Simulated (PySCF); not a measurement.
Two species compared at the same levels of theory.

First species: C7H6F3P.
Atom-mapped SMILES: `[CH3:1][c:2]1[cH:3][cH:4][c:5]([C:6]([F:7])([F:8])[F:9])[p:10][cH:11]1` (hydrogens: H12, H13, H14 on C1; H15 on C3; H16 on C4; H17 on C11)

Second species: C2H7N3SSi3.
Geometry (GFN2-xTB, Å), atoms numbered from 1 in this order:
```xyz
16
C2H7N3SSi3 angstrom
N     -3.5216    0.1238   -2.0397
C     -2.6133    0.5911   -1.5198
Si    -1.1235    1.2701   -0.6237
Si    -0.3329   -0.5609    0.5583
N     -1.6138   -1.4288    1.2825
C      0.7397   -1.6066   -0.5841
N      1.4178   -2.2028   -1.2901
S      0.9551   -0.1308    2.2544
Si     2.7095    0.7440    1.3963
H     -1.6264    2.4010    0.1602
H     -0.2319    1.7558   -1.6828
H     -1.4747   -1.9555    2.1297
H     -2.4022   -1.7624    0.7545
H      3.5221    1.0327    2.5623
H      2.2816    1.9490    0.6887
H      3.3070   -0.2109    0.4770
```

Levels: PBE0/pcSseg-1 for dipole moment, HOMO energy, LUMO energy and HOMO–LUMO gap; GFN2-xTB for rotational constant A and rotational constant C. Geometries: GFN2-xTB. All species are isolated and taken at one optimised geometry, non-relativistic unless stated; the electronic structure was computed with PySCF and density fitting.

The conformers computed, where there is a choice (atom-mapped SMILES and torsion angles):
- `[CH3:1][c:2]1[cH:3][cH:4][c:5]([C:6]([F:7])([F:8])[F:9])[p:10][cH:11]1`: C4–C5–C6–F7 179°
- `[N:1]#[C:2][SiH2:3][Si@@:4]([NH2:5])([C:6]#[N:7])[S:8][SiH3:9]`: C2–Si3–Si4–N5 -43°, Si3–Si4–S8–Si9 -65°, H–N5–Si4–Si3 -152°, H–N5–Si4–Si3 54°

**Question.** Which of the two has the higher LUMO energy, and by how much?

**Answer.** The second: -1.86 eV against -1.98 eV, a difference of 0.12 eV.

**Question.** Which has the higher rotational constant C?

**Answer.** The first: 0.513 GHz against 0.483 GHz, a difference of 0.030 GHz.

**Question.** Which of the two has the higher HOMO–LUMO gap, and by how much?

**Answer.** The second: 6.09 eV against 5.62 eV, a difference of 0.47 eV.

**Question.** Which has the higher dipole moment?

**Answer.** The first: 4.39 D against 4.03 D, a difference of 0.36 D.

**Question.** Which has the higher rotational constant A?

**Answer.** The first: 2.144 GHz against 1.242 GHz, a difference of 0.902 GHz.

**Question.** Which of the two has the higher HOMO energy, and by how much?

**Answer.** The first: -7.60 eV against -7.95 eV, a difference of 0.35 eV.

On the first: The dipole matches unit charges of opposite sign 0.91 Å apart (1 e·Å = 4.8032 D). GFN2-xTB frequencies show an imaginary mode (30i cm⁻¹), so this geometry is no minimum at that level.

On the second: The dipole equals about 13.5 × 10⁻³⁰ C·m (1 D = 3.33564 × 10⁻³⁰ C·m).
